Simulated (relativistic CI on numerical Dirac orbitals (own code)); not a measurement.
Ligand-field terms of d7

Computed with a parametric ligand-field model of a d^n configuration (Racah B and C, spin-orbit zeta, crystal field), exact diagonalisation.

Field parameters in Wybourne normalisation: Oh B⁴₀ = 21Dq, B⁴₄ = √(5/14) B⁴₀. The field is a parameter set, without covalency.

(1) Lowest levels for B = 870, C = 4390, ζ = 480 cm⁻¹, Oh, 10Dq = 38150 cm⁻¹?

(2) Lowest levels for B = 340, C = 1560, ζ = 3200 cm⁻¹, Oh, 10Dq = 34250 cm⁻¹?

(3) Lowest levels for B = 840, C = 3280, ζ = 230 cm⁻¹, Oh, 10Dq = 24600 cm⁻¹?

(4) Lowest levels for B = 410, C = 1890, ζ = 630 cm⁻¹, Oh, 10Dq = 9000 cm⁻¹?

(5) Lowest levels for B = 770, C = 2880, ζ = 660 cm⁻¹, Oh, 10Dq = 6300 cm⁻¹?

Answers

(1) Γ8 0 (S 0.50), Γ6 17253 (S 1.50), Γ8 17540 (S 1.50), Γ7 18031 (S 1.50), Γ8 18042 (S 1.50), Γ8 34755 (S 0.50), Γ6 35080 (S 0.50), Γ8 35902 (S 0.50), Γ7 36112 (S 0.50) cm⁻¹, with S from ⟨S²⟩ = S(S + 1). The ground level has 1.02 electrons in the cubic e pair.

(2) Γ8 0 (S 0.53), Γ6 24220 (S 1.47), Γ8 25486 (S 1.41), Γ7 29496 (S 1.49), Γ8 29606 (S 1.48), Γ8 31242 (S 0.55), Γ7 34157 (S 0.53), Γ8 34454 (S 0.62), Γ6 35195 (S 0.54) cm⁻¹, with S from ⟨S²⟩ = S(S + 1). The ground level has 1.05 electrons in the cubic e pair.

(3) Γ8 0 (S 0.50), Γ6 8248 (S 1.50), Γ8 8393 (S 1.50), Γ7 8638 (S 1.50), Γ8 8644 (S 1.50), Γ8 22270 (S 0.50), Γ6 22429 (S 0.50), Γ8 22982 (S 0.50), Γ7 23079 (S 0.50) cm⁻¹, with S from ⟨S²⟩ = S(S + 1). The ground level has 1.03 electrons in the cubic e pair.

(4) Γ8 0 (S 1.00), Γ6 125 (S 1.50), Γ8 596 (S 1.44), Γ7 1265 (S 1.50), Γ8 1765 (S 1.22), Γ8 7857 (S 0.85), Γ6 8478 (S 1.00), Γ8 8485 (S 0.85), Γ7 8664 (S 0.97) cm⁻¹, with S from ⟨S²⟩ = S(S + 1). The ground level has 1.47 electrons in the cubic e pair.

(5) Γ6 0 (S 1.50), Γ8 417 (S 1.50), Γ8 1090 (S 1.49), Γ7 1294 (S 1.50), Γ6 6132 (S 1.50), Γ8 6201 (S 1.49), Γ8 6271 (S 1.49), Γ7 6557 (S 1.50), Γ8 8600 (S 0.52) cm⁻¹, with S from ⟨S²⟩ = S(S + 1). The ground level has 2.10 electrons in the cubic e pair.
